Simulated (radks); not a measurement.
The numbers below are computed, except where a source is named.
Q: Species: neutral hafnium. Configuration: [Xe] 4f14 5d2 6s1.5 6p0.5 (fractional occupations, a model configuration). Code: a radial shooting solver on a logarithmic mesh with Libxc functionals. Model: Dirac Kohn-Sham, PBE, spin-unpolarised, spherical densities, finite nucleus; open shells are shared between the two j in proportion to 2j + 1; Fermi nuclear charge, rms radius 5.347 fm. Some entries of the table are withheld. Estimate them.

| orbital | occ. | eigenvalue (hartree) | <1/r> (bohr^-1) |
|---|---|---|---|
| 1s1/2 | 2 | -2395.286 | 83.78 |
| 2s1/2 | 2 | -409.4174 | 20.31 |
| 2p1/2 | 2 | -391.0973 | 20.28 |
| 2p3/2 | 4 | -347.2995 | 17.23 |
| 3s1/2 | 2 | (1) | 7.451 |
| 3p1/2 | 2 | -85.16431 | 7.367 |
| 3p3/2 | 4 | -75.77835 | 6.581 |
| 3d3/2 | 4 | (2) | 6.472 |
| 3d5/2 | 6 | (3) | 6.284 |
| 4s1/2 | 2 | -18.81748 | 3.123 |
| 4p1/2 | 2 | -15.47993 | 3.013 |
| 4p3/2 | 4 | -13.33231 | 2.739 |
| 4d3/2 | 4 | -7.84157 | (4) |
| 4d5/2 | 6 | -7.44825 | (5) |
| 5s1/2 | 2 | -2.48343 | 1.181 |
| 5p1/2 | 2 | -1.53936 | 1.047 |
| 5p3/2 | 4 | -1.25387 | 0.9504 |
| 4f5/2 | 6 | -0.67980 | 1.933 |
| 4f7/2 | 8 | -0.61571 | 1.902 |
| 6s1/2 | 1.5 | -0.20469 | 0.3701 |
| 5d3/2 | 0.8 | -0.13163 | 0.5631 |
| 5d5/2 | 1.2 | -0.11456 | 0.5366 |
| 6p1/2 | 0.166667 | -0.07519 | (6) |
| 6p3/2 | 0.333333 | -0.06011 | (7) |

A: 
(1) 3s1/2 eigenvalue (hartree): -93.30329
(2) 3d3/2 eigenvalue (hartree): -61.97628
(3) 3d5/2 eigenvalue (hartree): -59.92913
(4) 4d3/2 <1/r> (bohr^-1): 2.520
(5) 4d5/2 <1/r> (bohr^-1): 2.453
(6) 6p1/2 <1/r> (bohr^-1): 0.2698
(7) 6p3/2 <1/r> (bohr^-1): 0.2441
